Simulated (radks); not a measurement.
Q: Species: Yb V. Configuration: [Xe] 4f12 (the NIST ground configuration). Method: scalar-relativistic Kohn-Sham, PBE, spin-unpolarised, spherical densities, point nucleus; computed with a radial shooting solver on a logarithmic mesh with Libxc functionals. Some entries of the table are withheld. Estimate them.

orbital  occ.  eigenvalue (Ry)  <r^2> (bohr^2)  <1/r> (bohr^-1)
1s          2        -4505.539       0.0005297            80.66
2s          2        -766.7877        0.008209            18.80
2p          6        -676.2106        0.006715            17.26
3s          2        -176.1341         0.05368            6.946
3p          6        -148.8366         0.05421            6.465
3d         10        -115.6212         0.04511            6.122
4s          2        -37.99877          0.2677            2.941
4p          6        -29.01906             (1)            2.686
4d         10        -17.20171          0.3592              (2)
5s          2              (3)           1.515            1.143
5p          6         -5.40999           2.030           0.9725
4f         12         -4.20091             (4)            1.844
5d          0         -2.82911           3.862           0.6923
6s          0         -2.52598           7.792           0.4854

A: 
(1) 4p <r^2> (bohr^2): 0.3038
(2) 4d <1/r> (bohr^-1): 2.380
(3) 5s eigenvalue (Ry): -7.60998
(4) 4f <r^2> (bohr^2): 0.6182
